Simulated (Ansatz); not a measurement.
Reaction (formal exchange of groups at a Ga–C bond): `[CH3][Ga]([Cl])[Cl]` + SiH₄ → `[SiH3][Ga]([Cl])[Cl]` + CH₄

Computed with Ansatz on PBE0-D4/def2-TZVP structures; ΔE is electronic, products minus reactants. CCSD(T)/CBS is the MP2 limit (def2-TZVPP, def2-QZVPP) plus CCSD(T) − MP2 in def2-TZVPP, frozen cores. This one scheme is used for every species. Functionals use def2-TZVPP. For Ga outer-core shells are correlated without core-valence functions, which leaves a few kJ/mol of doubt a bond. Scalar relativity is left out up to krypton.

```tsv
level	ΔE (eV)
r2SCANh-D4	-0.37
LC-ωPBE	-0.31
```

Question: What does CCSD(T)/CBS give? (Estimate.)

Answer: Ansatz gave: -0.30 eV. The listed levels differ from it by -0.07, -0.01 eV.

Largest T1 diagnostic among the species: 0.012.

From BLYP to BHLYP (50 % exact exchange), in def2-TZVPP and without D4, ΔE moves by +0.07 eV. Leaving LDA and LC-ωPBE aside and taking each functional with its dispersion term where it has one, the values, not all of them listed here, spread over 0.13 eV, from PBE-D4 to ωB97M-V. LDA lies +0.04 eV from PBE without D4.
